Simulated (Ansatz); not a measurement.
```yaml
crystal:
  periodic: [false, false, false]
  atoms:
    - {symbol: S, position_ang: [0.337112, 2.237015, 0.615628]}
    - {symbol: Si, position_ang: [0.068385, 0.153531, 0.476108]}
    - {symbol: O, position_ang: [1.219740, -0.672063, -0.396790]}
    - {symbol: C, position_ang: [-0.053298, -0.752930, -1.076470]}
    - {symbol: Br, position_ang: [-0.795028, -2.533809, -1.162292]}
    - {symbol: H, position_ang: [-0.238939, 2.288480, 1.828886]}
    - {symbol: H, position_ang: [-0.410327, -0.434111, 1.740313]}
    - {symbol: H, position_ang: [-0.035446, -0.343115, -2.081083]}
basis:
  gaussian: {orbitals: def2-TZVPP}
hamiltonian: {xc: {name: r2SCAN50}}
output: {forces: true}
```

```sh
$ ansatz run in.yaml --threads 4 --pin off --events-out ev --progress --plain --max-ram 10444MiB
```

It prints (some lines left out):

```
Functional definition: r2SCAN50
1675 factors; their error is unknown
mean field evaluation 1: about -91885.2257 eV, gradient 4.3e1 eV
mean field evaluation 2: about -91882.1815 eV, gradient 5.9e1 eV
mean field evaluation 4: about -91888.7282 eV, gradient 2.4e0 eV
mean field evaluation 8: about -91888.7370 eV, gradient 4.0e-2 eV
mean field evaluation 16: about -91889.7074 eV, gradient 1.5e-4 eV
mean field -91889.70736856 eV, -3376.8844607138 hartree, gradient 6.5e-5 eV, S^2 0.000000; 0 other end points of the search recorded, 0 dependent functions left out
reference -91889.70737518 eV, -3376.8844609572 hartree; 41, 41 occupied and 195, 195 virtual orbitals, 1675 factors
Total energy: -91889.70737518 eV, -3376.8844609572 hartree
Atom 0 at     0.337112     2.237015     0.615628 Å, force    -0.195304    -0.274428     0.287365 eV/Å
Atom 1 at     0.068385     0.153531     0.476108 Å, force     0.435755    -0.343493    -0.355318 eV/Å
Atom 2 at     1.219740    -0.672063    -0.396790 Å, force    -0.906074     0.269783     0.118682 eV/Å
Atom 3 at    -0.053298    -0.752930    -1.076470 Å, force     0.256648     0.058021     0.095554 eV/Å
Atom 4 at    -0.795028    -2.533809    -1.162292 Å, force     0.169210     0.338495     0.040392 eV/Å
Atom 5 at    -0.238939     2.288480     1.828886 Å, force     0.142097    -0.004078    -0.304602 eV/Å
Atom 6 at    -0.410327    -0.434111     1.740313 Å, force     0.079966     0.112150    -0.232817 eV/Å
Atom 7 at    -0.035446    -0.343115    -2.081083 Å, force     0.017703    -0.156450     0.350745 eV/Å
Dipole moment:    -0.241418     0.523833     0.386396 e Å
```

Run time 3.9 s (4 threads of an Intel Xeon 6975P-C on a shared host); peak host memory 0.87 GiB.
